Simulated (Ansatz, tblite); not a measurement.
Removing and adding an electron: `c1csc(-c2cnc(-c3cnc(-c4cnc(-c5cnc(-c6cnc(-c7cnc(-c8cnc(-c9cncs9)s8)s7)s6)s5)s4)s3)s2)n1`. The state is a singlet with charge 0. Geometry: PBE-D4/def2-SVP. Ansatz, gas phase; energy differences of separate SCF runs; the oxidised species was run as a doublet alone; the reduced species was run as a doublet alone.

```xyz
56

C     6.896  -11.165   -7.162
C     7.478  -10.282   -8.054
S     7.017   -8.661   -7.665
C     6.065   -9.295   -6.313
C     5.316   -8.428   -5.435
C     5.159   -7.042   -5.435
N     4.372   -6.522   -4.461
C     3.895   -7.477   -3.674
C     3.029   -7.232   -2.551
C     2.467   -8.120   -1.628
N     1.683   -7.579   -0.669
C     1.602   -6.261   -0.804
C     0.832   -5.431    0.088
C     0.099   -5.867    1.199
N    -0.555   -4.915    1.900
C    -0.368   -3.711    1.379
C    -0.948   -2.512    1.925
C    -1.753   -2.428    3.069
N    -2.194   -1.197    3.405
C    -1.764   -0.276    2.555
C    -2.081    1.124    2.669
C    -2.848    1.725    3.674
N    -3.019    3.064    3.580
C    -2.406    3.560    2.516
C    -2.411    4.950    2.153
C    -1.836    5.609    1.061
N    -2.022    6.947    0.996
C    -2.742    7.380    2.024
C    -3.095    8.765    2.208
C    -2.764    9.829    1.361
N    -3.201   11.053    1.736
C    -3.880   11.002    2.870
C    -4.464   12.159    3.508
C    -4.420   13.476    3.047
N    -5.046   14.402    3.827
C    -5.578   13.841    4.885
S    -5.349   12.108    5.010
S    -4.018    9.375    3.556
S    -3.240    6.117    3.153
S    -1.552    2.347    1.542
S    -0.751   -0.916    1.248
S     0.668   -3.700   -0.060
S     2.522   -5.607   -2.163
S     4.406   -9.111   -4.113
N     6.111  -10.609   -6.194
H     7.031  -12.256   -7.196
H     8.140  -10.495   -8.902
H     5.632   -6.374   -6.171
H     2.633   -9.208   -1.651
H     0.053   -6.925    1.493
H    -2.017   -3.311    3.668
H    -3.293    1.150    4.498
H    -1.256    5.098    0.277
H    -2.182    9.689    0.440
H    -3.915   13.764    2.115
H    -6.137   14.378    5.666
```

The xTB rows come from tblite. Single mean-field runs in def2-SVP are fitted with def2-universal-jkfit.

```tsv
level	−HOMO (eV)	vertical IE (eV)	−LUMO (eV)	vertical EA (eV)	HOMO–LUMO gap (eV)	IE − EA (eV)
GFN1-xTB	10.65	11.84	9.34	8.12	1.31	3.72
GFN2-xTB	10.41	11.56	9.07	7.91	1.34	3.65
PBE-D4/def2-SVP	5.09	6.28	3.68	2.57	1.41	3.71
PBE0-D4/def2-SVP	5.87	6.71	3.24	2.46	2.63	4.25
```

 Raw xTB energy differences between charge states are shifted by several eV; the methods need an empirical correction for them. Sets without diffuse functions give affinities that are too small.
